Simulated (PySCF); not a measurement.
**Magnetisability: `C(=N\C=C)/C(=C)[SiH3]`, C5H9NSi**

Cartesian coordinates in Å; atom numbers follow the order of the lines, from 1:
```xyz
16

C     2.9886    1.1016    0.3455
C     2.2165    0.0185    0.3627
N     0.8538    0.1293    0.2660
C     0.1020   -0.8987    0.2808
C    -1.3142   -0.6723    0.1696
C    -2.1878   -1.6798    0.1728
Si   -1.7186    1.1718    0.0236
H     4.0594    1.0369    0.4186
H     2.5482    2.0790    0.2567
H     2.6458   -0.9835    0.4526
H     0.4898   -1.9250    0.3715
H    -1.8803   -2.7130    0.2595
H    -3.2470   -1.5055    0.0885
H    -3.1828    1.2724   -0.0857
H    -1.1059    1.7110   -1.1867
H    -1.2751    1.8662    1.2288
```

The calculation used GIAO HF/pcSseg-1 magnetisability, rotational g tensor and spin-rotation constants, non-relativistic, gas phase in PySCF. Geometry: GFN2-xTB.

Question: What are the magnetisability and the molar susceptibility?

Answer: Isotropic -1049 × 10⁻³⁰ J/T², or -63.2 × 10⁻⁶ cm³/mol; principal values -1371, -917, -859 × 10⁻³⁰ J/T², anisotropy 486 × 10⁻³⁰ J/T² (root of half the summed squared differences of the principal values). The susceptibility is in cgs units.

Question: Split it along the inertial axes a, b, c into diamagnetic and paramagnetic parts about the centre of mass, with the quadrupole moment.

Answer: 
| axis | χ (10⁻⁶ cm³/mol) | diamagnetic (10⁻⁶ cm³/mol) | paramagnetic (10⁻⁶ cm³/mol) | summed x² of all electrons (Å²) | quadrupole Θ (D Å) |
| --- | --- | --- | --- | --- | --- |
| a | -54.1 | -416.9 | 362.8 | 240.5 | +4.07 |
| b | -52.8 | -1082.7 | 1029.9 | 83.6 | +4.40 |
| c | -82.6 | -1375.2 | 1292.6 | 14.7 | -8.47 |

Anisotropies 2χaa − χbb − χcc = +27.2 and 2χbb − χaa − χcc = +31.0 × 10⁻⁶ cm³/mol. Θ is traceless in Buckingham's convention.

Question: And the rotational g tensor?

Answer: 
| axis | rotational constant (GHz) | g | nuclear part | electronic part |
| --- | --- | --- | --- | --- |
| a | 4.0607 | -0.0719 | 0.6201 | -0.6920 |
| b | 1.2464 | -0.0229 | 0.5801 | -0.6030 |
| c | 0.9645 | -0.0008 | 0.5849 | -0.5857 |

Asymmetric top; isotopes 12C, 1H, 14N, 28Si; no vibrational averaging.
